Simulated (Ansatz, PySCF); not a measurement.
This Ansatz (a first-principles code) input computes a r2SCAN/def2-TZVPD energy:

Ansatz 0.2 input:
```yaml
crystal:
  periodic: [false, false, false]
  atoms:
    - {symbol: Tl, position_ang: [-0.00000000, -0.00000000, -1.35233612]}
    - {symbol: I, position_ang: [0.00000000, 0.00000000, 2.06677785]}
basis:
  gaussian:
    orbitals: def2-TZVPD
hamiltonian:
  xc: {name: r2SCAN}
total_charge: 1
magnetization: {spin_polarized: true, initial_magnetization: 1}
output: {forces: true}
```

### Question
Write an input for the same energy in PySCF and say what it gives.

### Answer

```python
from pyscf import gto, scf, dft

mol = gto.M(
    atom='''
    Tl   -0.00000000   -0.00000000   -1.35233612
    I     0.00000000    0.00000000    2.06677785
    ''',
    basis='def2-tzvpd',
    ecp='def2-tzvp',
    charge=1,
    spin=1,
    symmetry='C2v',
    verbose=4,
)

mf = dft.UKS(mol, xc='r2scan').density_fit(auxbasis='def2-universal-jkfit')
mf.grids.level = 4
mf.conv_tol = 1e-9
mf.max_cycle = 100
mf.max_memory = 1500
mf.kernel()
if not mf.converged:
    mf = mf.newton()
    mf.kernel(mf.make_rdm1())
mf.analyze()
```
It gives -470.18932 Eh, and Ansatz -470.18932 Eh, a difference of 0.00 mEh.
